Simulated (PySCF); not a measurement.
**Static response to an electric field**

Compound: C₅H₅ClP₂.
Cartesian coordinates in Å at the GFN2-xTB level; atoms count from 1:
```
atom  x, y, z in Å
C1    -1.9326   -0.2057    0.1984
C2    -0.4452   -0.0837    0.0382
C3     0.2859   -1.2304   -0.2298
P4     1.9900   -1.4379   -0.4664
C5     2.5997    0.1685   -0.2862
P6     1.8054    1.6639    0.0435
C7     0.1373    1.1726    0.1655
Cl8   -0.9094    2.5264    0.5026
H9    -2.2352    0.1511    1.1821
H10   -2.2533   -1.2377    0.0849
H11   -2.4422    0.4061   -0.5449
H12   -0.2808   -2.1520   -0.3053
H13    3.6760    0.2593   -0.4003
```

Level: CAM-B3LYP/def2-SVPD (PySCF), static field, nuclei fixed, core orbitals frozen in the response. The polarisability tensor in these axes (au):

```
x   142.12 -11.00  -9.85
y   -11.00 144.21  12.31
z    -9.85  12.31  77.26
```

Question: Diagonalise the tensor; give its mean and Δα, where Δα² is half the sum of the squared differences of the eigenvalues.

Answer: Principal values 74.15, 132.13 and 157.31 au; mean 121.20 au = 17.96 Å³ = 19.98 × 10⁻⁴⁰ C²·m²/J; Δα = 73.86 au (61 % of the mean).

Question: What is the dipole moment, and where does it point?

Answer: (-0.87, -1.22, -0.09) D, 1.50 D in size, pointing from the negative to the positive side. Measured along this direction, the outermost atoms are P6 and H13 at the negative end and H10 at the positive end.

Question: Find the Langevin capture rate constant for H3+ (3.023 u) meeting this molecule (161.956 u), k = 2.342 × 10⁻⁹ cm³/s × √(α in Å³ / reduced mass in u).

Answer: The reduced mass is 2.97 u, so k = 5.76 × 10⁻⁹ cm³/s. The formula leaves out the permanent dipole, which adds to the capture rate.

Question: Rayleigh depolarisation ratio (linearly polarised light, static tensor)?

Answer: ρ = 3Δα²/(45ᾱ² + 4Δα²) = 16368.0/(660981 + 21823.9) = 0.024.

Question: Traceless (Buckingham) quadrupole moment about the centre of nuclear charge: eigenvalues?

Answer: -7.28, -1.46, 8.74 D·Å. The values depend on the origin, since the dipole doesn't vanish. The electronic extent ⟨r²⟩ about the same centre is 1544 bohr², a root-mean-square distance of 2.30 Å for the 82 electrons.

Question: Refractivity n − 1 of an ideal gas of it at 298.15 K and 1 atm, from the electronic α?

Answer: N = p/kT = 2.4615 × 10¹⁹ cm⁻³, so n − 1 = 2π × N × 17.96 × 10⁻²⁴ cm³ = 2778 × 10⁻⁶ at long wavelengths.

Question: In a dilute gas of rigid molecules at 250 K, how does the orientational term μ²/3kT compare with the electronic polarisability?

Answer: In Gaussian units μ²/3kT = 21.86 Å³ against 17.96 Å³, a ratio of 1.22; the Debye molar polarisation (4π/3)N_A(α + μ²/3kT) is 100.4 cm³/mol, leaving out the vibrational part.

Geometry: GFN2-xTB; no solvent, vibrations or thermal averaging.
